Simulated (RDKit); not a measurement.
RDKit input (UFF):

```python
from rdkit import Chem
from rdkit.Chem import AllChem, rdDetermineBonds

mol = Chem.MolFromXYZFile('mol.xyz')
rdDetermineBonds.DetermineBonds(mol, charge=-1)
print('SMILES', Chem.MolToSmiles(Chem.RemoveHs(mol)))
ff = AllChem.UFFGetMoleculeForceField(mol)
e0 = ff.CalcEnergy()
flag = ff.Minimize(maxIts=5000, forceTol=1e-5)
print(f'energy {e0:.4f} -> {ff.CalcEnergy():.4f} kcal/mol, converged: {flag == 0}')
print(Chem.MolToXYZBlock(mol))
```
mol.xyz:
```
6

O     -1.01533300     0.59968400     0.23844500
C     -0.30118500    -0.42178400    -0.11687400
O      1.20100700    -0.11743500    -0.09687100
H     -0.44830100    -0.79518000    -1.17341900
H     -0.36211400    -1.33371300     0.54797800
H      1.13213000     0.80160400     0.19409500
```

Output:

```
SMILES [O-]CO
energy 28.1707 -> 1.0275 kcal/mol, converged: True
6

O     -1.047606    0.366337    0.704515
C     -0.232815   -0.444671   -0.086837
O      1.112977   -0.156281    0.165700
H     -0.471325   -0.280263   -1.160665
H     -0.428806   -1.508036    0.161462
H      1.273779    0.756089   -0.190821
```

The dipole moment of an ion depends on the origin.

The geometry given is a B3LYP-D3(BJ)/def2-TZVP minimum.
